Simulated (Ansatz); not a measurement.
Si6Ge⁻. The state is a doublet with charge -1. Geometry PBE-D4/def2-SVPD; atoms count from 1.

Cartesian coordinates in Å:
```
Si 1.8863 0.3788 0.4101
Si -1.3543 -1.9788 1.1954
Si -2.0328 -0.4365 -0.6321
Si -0.1775 0.9568 -0.9622
Si 0.3885 -1.4165 -0.2830
Si 1.7693 2.1616 -1.2657
Ge -0.4796 0.3346 1.5374
```

The structure comes from a short search, and lower isomers may exist.

(1) Estimate the Mulliken populations from the PBE0/def2-TZVPD orbitals of Ansatz.

(2) Where does the spin sit?

(3) And the Mayer bond orders between bonded heavy atoms (over 0.3)?

## Answers

(1) 
```tsv
atom	charge (e)	spin (α − β)
Si1	-0.21	0.00
Si2	-0.34	0.20
Si3	-0.26	-0.03
Si4	0.27	-0.06
Si5	-0.06	0.06
Si6	-0.47	0.79
Ge7	0.07	0.04
```
Mulliken values and Mayer orders depend strongly on the basis. With diffuse functions, as here, like atoms can get unlike values, and bond orders can come out too low or too high.

(2) Summed by element: Si 0.96, Ge 0.04, of 1 unpaired in all. Largest on single atoms: Si6 0.79, Si2 0.20, Si4 -0.06.

(3) Si1–Si4 0.56 (2.54 Å); Si1–Si5 0.67 (2.44 Å); Si1–Si6 0.88 (2.45 Å); Si1–Ge7 0.53 (2.62 Å); Si2–Si3 0.73 (2.49 Å); Si2–Si5 0.82 (2.35 Å); Si2–Ge7 0.69 (2.50 Å); Si3–Si4 0.70 (2.34 Å); Si3–Si5 0.55 (2.64 Å); Si3–Ge7 0.48 (2.78 Å); Si4–Si5 0.54 (2.53 Å); Si4–Si6 0.79 (2.31 Å); Si4–Ge7 0.49 (2.59 Å); Si5–Ge7 0.56 (2.67 Å).
